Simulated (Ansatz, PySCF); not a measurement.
Reaction (SMILES): FC(F)=C(F)F [1,1,2,2-tetrafluoroethene] → F[C]=C(F)F + F atom (the C-F bond at the site shown breaks; other sites are not compared here)
Geometries: B3LYP-D3(BJ)/def2-TZVP minima from Ansatz (a program for electronic structure). Markedly spin-contaminated UHF reference, which strains HF, MP2 and, less, CCSD(T): F[C]=C(F)F.

Quantity: bond dissociation energy (0 K, with B3LYP-D3(BJ) harmonic zero-point energies from PySCF), in kcal/mol. Cores are frozen in the correlated levels unless marked. Open shells are spin-unrestricted. Spin-orbit coupling is left out. No relativistic terms. 

```csv
level,program,bond dissociation energy (kcal/mol)
SVWN5/def2-TZVPD,Ansatz,154.4
B97M-V/def2-TZVPD,Ansatz,124.6
B3LYP-D3(BJ)/def2-TZVPD,Ansatz + dftd3,122.5
B3LYP-D4/def2-TZVPD,Ansatz + dftd4,122.6
PBE0/STO-3G,Ansatz,116.8
PBE0-D4/def2-TZVPD,Ansatz + dftd4,123.7
CAM-B3LYP-D3(BJ)/def2-TZVPD,Ansatz + dftd3,125.3
B2PLYP-D4/def2-TZVPD,Ansatz + dftd4,123.9
MP2/cc-pVTZ,Ansatz,136.5
RI-MP2/cc-pVTZ,Ansatz,136.4
SCS-MP2/STO-3G,Ansatz,96.6
CCSD/6-31G*,Ansatz,117.8
CCSD/cc-pVTZ,Ansatz,120.2
CCSD(T)/6-31G*,Ansatz,119.9
```
